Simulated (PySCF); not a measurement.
CH₃S, doublet, at a GFN2-xTB geometry, atoms displaced at random by about 0.03 Å a coordinate; PySCF with HF/def2-SVP, gradient by finite differences.

PySCF was given this input:
```python
from pyscf import gto, scf

mol = gto.M(
    atom='''
C     0.14525623    1.14677064   -0.13599311
S    -0.08990176   -0.58038300    0.18365813
H     0.74278569   -0.95897363   -0.76538667
H    -0.54889248    1.71464368    0.49642448
H     0.42701272    1.50425797   -1.08172129
''',
    basis='def2-svp',
    spin=1,
    verbose=4,
)

mf = scf.UHF(mol)
mf.conv_tol = 1e-11
mf.kernel()
scan, done = mf.as_scanner(), []
scan.scf_summary = {}
def energy(d):
    c = mol.atom_coords()
    c[3, 1] += d
    e = scan(mol.set_geom_(c, unit='Bohr', inplace=False))
    done.append(scan.converged)
    return e
h = 0.05
fd = (energy(h) - energy(-h)) / (2 * h)
print('dE/dx =', fd)
```

The log (banner, timings and long lists left out):

```
PySCF version 2.14.0

[INPUT] verbose = 4
[INPUT] num. atoms = 5
[INPUT] num. electrons = 25
[INPUT] charge = 0
[INPUT] spin (= nelec alpha-beta = 2S) = 1
[INPUT] symmetry False subgroup None
[INPUT] Mole.unit = angstrom
[INPUT] Symbol           X                Y                Z      unit          X                Y                Z       unit  Magmom
[INPUT]  1 C      0.145256230000   1.146770640000  -0.135993110000 AA    0.274494492587   2.167082437292  -0.256989732728 Bohr   0.0
[INPUT]  2 S     -0.089901760000  -0.580383000000   0.183658130000 AA   -0.169889704516  -1.096764917353   0.347063566250 Bohr   0.0
[INPUT]  3 H      0.742785690000  -0.958973630000  -0.765386670000 AA    1.403661523346  -1.812197521380  -1.446371185693 Bohr   0.0
[INPUT]  4 H     -0.548892480000   1.714643680000   0.496424480000 AA   -1.037256459033   3.240206956416   0.938106308730 Bohr   0.0
[INPUT]  5 H      0.427012720000   1.504257970000  -1.081721290000 AA    0.806937092506   2.842635583994  -2.044156981211 Bohr   0.0

nuclear repulsion = 50.0431707985011
number of shells = 23
number of NR pGTOs = 81
number of NR cGTOs = 47
basis = def2-svp
ecp = {}

******** <class 'pyscf.scf.uhf.UHF'> ********
method = UHF
initial guess = minao
damping factor = 0
level_shift factor = 0
DIIS = <class 'pyscf.scf.diis.CDIIS'>
diis_start_cycle = 1
diis_space = 8
diis_damp = 0
SCF conv_tol = 1e-11
SCF conv_tol_grad = None
SCF max_cycles = 50
direct_scf = True
direct_scf_tol = 1e-13
number electrons alpha = 13  beta = 12
Set gradient conv threshold to 3.16228e-06
init E= -436.903650031759

cycle= 1 E= -436.897845594758  delta_E= 0.0058  |g|= 0.193  |ddm|= 1.51
cycle= 2 E= -436.928409655687  delta_E= -0.0306  |g|= 0.0743  |ddm|= 0.251
cycle= 3 E= -436.933380148956  delta_E= -0.00497  |g|= 0.0343  |ddm|= 0.0959
cycle= 4 E= -436.935089112681  delta_E= -0.00171  |g|= 0.0138  |ddm|= 0.0616
cycle= 5 E= -436.935580164329  delta_E= -0.000491  |g|= 0.0075  |ddm|= 0.0338
cycle= 6 E= -436.935753028992  delta_E= -0.000173  |g|= 0.0025  |ddm|= 0.0281
cycle= 7 E= -436.935770131327  delta_E= -1.71e-05  |g|= 0.000881  |ddm|= 0.00956
cycle= 8 E= -436.93577215  delta_E= -2.02e-06  |g|= 0.000377  |ddm|= 0.0033
cycle= 9 E= -436.935772593185  delta_E= -4.43e-07  |g|= 0.000141  |ddm|= 0.00175
cycle= 10 E= -436.935772654719  delta_E= -6.15e-08  |g|= 4.65e-05  |ddm|= 0.000718
cycle= 11 E= -436.935772659961  delta_E= -5.24e-09  |g|= 1.9e-05  |ddm|= 0.00019
cycle= 12 E= -436.935772660834  delta_E= -8.73e-10  |g|= 7.91e-06  |ddm|= 6.99e-05
cycle= 13 E= -436.935772661002  delta_E= -1.68e-10  |g|= 3.38e-06  |ddm|= 2.81e-05
cycle= 14 E= -436.935772661037  delta_E= -3.49e-11  |g|= 1.3e-06  |ddm|= 1.4e-05
cycle= 15 E= -436.935772661041  delta_E= -3.64e-12  |g|= 4.99e-07  |ddm|= 5.34e-06
Extra cycle  E= -436.93577266104  delta_E= 7.96e-13  |g|= 3.16e-07  |ddm|= 9.08e-07
converged SCF energy = -436.93577266104  <S^2> = 0.76428884  2S+1 = 2.0142382
Create scanner for <class 'pyscf.scf.uhf.UHF'>

WARN: Mole.unit (angstrom) is changed to Bohr

New geometry
   1 C      0.145256230000   1.146770640000  -0.135993110000 AA    0.274494492587   2.167082437292  -0.256989732728 Bohr
   2 S     -0.089901760000  -0.580383000000   0.183658130000 AA   -0.169889704516  -1.096764917353   0.347063566250 Bohr
   3 H      0.742785690000  -0.958973630000  -0.765386670000 AA    1.403661523346  -1.812197521380  -1.446371185693 Bohr
   4 H     -0.548892480000   1.741102540546   0.496424480000 AA   -1.037256459033   3.290206956416   0.938106308730 Bohr
   5 H      0.427012720000   1.504257970000  -1.081721290000 AA    0.806937092506   2.842635583994  -2.044156981211 Bohr

******** <class 'pyscf.scf.hf.UHF_Scanner'> ********
method = UHF_Scanner
initial guess = minao
damping factor = 0
level_shift factor = 0
DIIS = <class 'pyscf.scf.diis.CDIIS'>
diis_start_cycle = 1
diis_space = 8
diis_damp = 0
SCF conv_tol = 1e-11
SCF conv_tol_grad = None
SCF max_cycles = 50
direct_scf = True
direct_scf_tol = 1e-13
number electrons alpha = 13  beta = 12
Set gradient conv threshold to 3.16228e-06
init E= -436.9305441261
cycle= 1 E= -436.935784376137  delta_E= -0.00524  |g|= 0.00316  |ddm|= 0.0107
cycle= 2 E= -436.935791762779  delta_E= -7.39e-06  |g|= 0.00123  |ddm|= 0.00459
cycle= 3 E= -436.935792764012  delta_E= -1e-06  |g|= 0.000388  |ddm|= 0.00139
cycle= 4 E= -436.935792974223  delta_E= -2.1e-07  |g|= 0.000142  |ddm|= 0.000701
cycle= 5 E= -436.935793014961  delta_E= -4.07e-08  |g|= 5.86e-05  |ddm|= 0.000353
cycle= 6 E= -436.935793023654  delta_E= -8.69e-09  |g|= 2.05e-05  |ddm|= 0.000188
cycle= 7 E= -436.935793024698  delta_E= -1.04e-09  |g|= 6.29e-06  |ddm|= 7.09e-05
cycle= 8 E= -436.935793024791  delta_E= -9.27e-11  |g|= 2.57e-06  |ddm|= 2.17e-05
cycle= 9 E= -436.935793024807  delta_E= -1.59e-11  |g|= 1.2e-06  |ddm|= 8.22e-06
cycle= 10 E= -436.935793024811  delta_E= -4.32e-12  |g|= 4.54e-07  |ddm|= 4.48e-06
Extra cycle  E= -436.935793024813  delta_E= -1.42e-12  |g|= 3.05e-07  |ddm|= 9.06e-07
converged SCF energy = -436.935793024813  <S^2> = 0.7644802  2S+1 = 2.0144282

WARN: Mole.unit (angstrom) is changed to Bohr

New geometry
   1 C      0.145256230000   1.146770640000  -0.135993110000 AA    0.274494492587   2.167082437292  -0.256989732728 Bohr
   2 S     -0.089901760000  -0.580383000000   0.183658130000 AA   -0.169889704516  -1.096764917353   0.347063566250 Bohr
   3 H      0.742785690000  -0.958973630000  -0.765386670000 AA    1.403661523346  -1.812197521380  -1.446371185693 Bohr
   4 H     -0.548892480000   1.688184819454   0.496424480000 AA   -1.037256459033   3.190206956416   0.938106308730 Bohr
   5 H      0.427012720000   1.504257970000  -1.081721290000 AA    0.806937092506   2.842635583994  -2.044156981211 Bohr

******** <class 'pyscf.scf.hf.UHF_Scanner'> ********
method = UHF_Scanner
initial guess = minao
damping factor = 0
level_shift factor = 0
DIIS = <class 'pyscf.scf.diis.CDIIS'>
diis_start_cycle = 1
diis_space = 8
diis_damp = 0
SCF conv_tol = 1e-11
SCF conv_tol_grad = None
SCF max_cycles = 50
direct_scf = True
direct_scf_tol = 1e-13
number electrons alpha = 13  beta = 12
Set gradient conv threshold to 3.16228e-06
init E= -436.945668306691
cycle= 1 E= -436.93535635585  delta_E= 0.0103  |g|= 0.00609  |ddm|= 0.0215
cycle= 2 E= -436.935384310599  delta_E= -2.8e-05  |g|= 0.00233  |ddm|= 0.00879
cycle= 3 E= -436.935388012521  delta_E= -3.7e-06  |g|= 0.000775  |ddm|= 0.00269
cycle= 4 E= -436.935388840074  delta_E= -8.28e-07  |g|= 0.000279  |ddm|= 0.00141
cycle= 5 E= -436.935388995687  delta_E= -1.56e-07  |g|= 0.000114  |ddm|= 0.000697
cycle= 6 E= -436.935389028357  delta_E= -3.27e-08  |g|= 3.95e-05  |ddm|= 0.000365
cycle= 7 E= -436.935389032226  delta_E= -3.87e-09  |g|= 1.18e-05  |ddm|= 0.000137
cycle= 8 E= -436.935389032557  delta_E= -3.32e-10  |g|= 4.77e-06  |ddm|= 4.16e-05
cycle= 9 E= -436.935389032613  delta_E= -5.56e-11  |g|= 2.24e-06  |ddm|= 1.58e-05
cycle= 10 E= -436.935389032626  delta_E= -1.31e-11  |g|= 8.72e-07  |ddm|= 8.49e-06
cycle= 11 E= -436.935389032629  delta_E= -3.24e-12  |g|= 3.19e-07  |ddm|= 3.87e-06
Extra cycle  E= -436.935389032629  delta_E= 2.27e-13  |g|= 2.1e-07  |ddm|= 7.35e-07
converged SCF energy = -436.935389032629  <S^2> = 0.76412195  2S+1 = 2.0140724
dE/dx = -0.004039921839193994
```
